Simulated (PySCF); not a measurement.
trans-(1R,2R)-1-chloro-2-ethynylcyclopropane (C5H5Cl), SMILES C#C[C@H]1C[C@H]1Cl.

Geometry optimised at PBE0-D3(BJ)/def2-SVP.

Level of theory: TDA-PBE0/def2-SVPD (PySCF).

Vertical excitations. Isolated molecule, no solvent.

```tsv
state	energy (eV)	λ (nm)	f	main pairs
S1	6.18	201	0.001	HOMO→LUMO 71 %
S2	6.51	191	0.012	HOMO−1→LUMO 33 %, HOMO→LUMO+1 29 %, HOMO→LUMO+2 16 %, HOMO−1→LUMO+1 5 %
S3	6.62	187	0.005	HOMO−1→LUMO+1 43 %, HOMO−1→LUMO+2 30 %, HOMO−2→LUMO+2 7 %
S4	6.83	182	0.005	HOMO→LUMO+1 46 %, HOMO→LUMO+2 33 %
S5	7.05	176	0.006	HOMO−1→LUMO+1 36 %, HOMO−1→LUMO+2 35 %, HOMO−2→LUMO+1 10 %
S6	7.26	171	0.025	HOMO→LUMO+3 33 %, HOMO−2→LUMO 19 %, HOMO−1→LUMO 14 %, HOMO→LUMO 13 %
S7	7.38	168	0.038	HOMO→LUMO+3 33 %, HOMO−1→LUMO 24 %, HOMO−1→LUMO+3 10 %, HOMO−2→LUMO 9 %
S8	7.61	163	0.004	HOMO−2→LUMO+1 61 %, HOMO−1→LUMO+2 10 %
S9	7.66	162	0.031	HOMO→LUMO+4 22 %, HOMO−2→LUMO 20 %, HOMO→LUMO+3 16 %, HOMO−1→LUMO+3 11 %
S10	7.76	160	0.012	HOMO−1→LUMO+3 36 %, HOMO→LUMO+4 28 %, HOMO−2→LUMO 19 %
T1	5.08	244	0	HOMO→LUMO+2 30 %, HOMO→LUMO+1 20 %, HOMO−1→LUMO 16 %, HOMO−1→LUMO+3 5 %
T2	5.56	223	0	HOMO→LUMO 41 %, HOMO−1→LUMO+2 13 %, HOMO→LUMO+4 9 %, HOMO→LUMO+3 8 %
T3	5.60	221	0	HOMO−1→LUMO 28 %, HOMO→LUMO+2 19 %, HOMO→LUMO+1 13 %, HOMO−1→LUMO+4 8 %
T4	6.24	199	0	HOMO−1→LUMO+1 44 %, HOMO→LUMO+1 14 %, HOMO−2→LUMO+1 13 %, HOMO→LUMO 8 %
```
Triplets are in the Tamm–Dancoff approximation.
